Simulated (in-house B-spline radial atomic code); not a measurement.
Orbital energies and mean radii along the 55-electron series, configuration [Kr] 4d10 4f9. The effective charge is n√(-2ε), a non-relativistic measure. Computed with a radial B-spline atomic code at the basis-set limit: non-relativistic Hartree-Fock, average of the configuration, point nuclei.

This level leaves out relativity, spin-orbit splitting included, which matters for heavy ions.

```json
{"ion": "Tm14+", "Z": "69", "energy of 3p (Eh)": "-80.316", "mean radius of 3p (bohr)": "0.22768", "energy of 4d (Eh)": "-17.812", "mean radius of 4d (bohr)": "0.55527", "effective charge of 3p": "38.022"}
{"ion": "Yb15+", "Z": "70", "energy of 3p (Eh)": "?", "mean radius of 3p (bohr)": "?", "energy of 4d (Eh)": "?", "mean radius of 4d (bohr)": "?", "effective charge of 3p": "?"}
{"ion": "Lu16+", "Z": "71", "energy of 3p (Eh)": "-88.553", "mean radius of 3p (bohr)": "0.21993", "energy of 4d (Eh)": "-21.198", "mean radius of 4d (bohr)": "0.52669", "effective charge of 3p": "39.924"}
{"ion": "Hf17+", "Z": "72", "energy of 3p (Eh)": "?", "mean radius of 3p (bohr)": "?", "energy of 4d (Eh)": "?", "mean radius of 4d (bohr)": "?", "effective charge of 3p": "?"}
{"ion": "Ta18+", "Z": "73", "energy of 3p (Eh)": "-97.269", "mean radius of 3p (bohr)": "0.21268", "energy of 4d (Eh)": "-24.858", "mean radius of 4d (bohr)": "0.50084", "effective charge of 3p": "41.843"}
```

Problem. Fill in the row of Yb15+.

Solution. energy of 3p (Eh): -84.374; mean radius of 3p (bohr): 0.22374; energy of 4d (Eh): -19.47; mean radius of 4d (bohr): 0.54062; effective charge of 3p: 38.971.

Problem. Fill in the row of Hf17+.

Solution. energy of 3p (Eh): -92.851; mean radius of 3p (bohr): 0.21625; energy of 4d (Eh): -22.994; mean radius of 4d (bohr): 0.51345; effective charge of 3p: 40.882.

Problem. How does the screening of 3p change?

Solution. Z less the effective charge goes from 30.98 at Z = 69 to 31.16 at Z = 73.
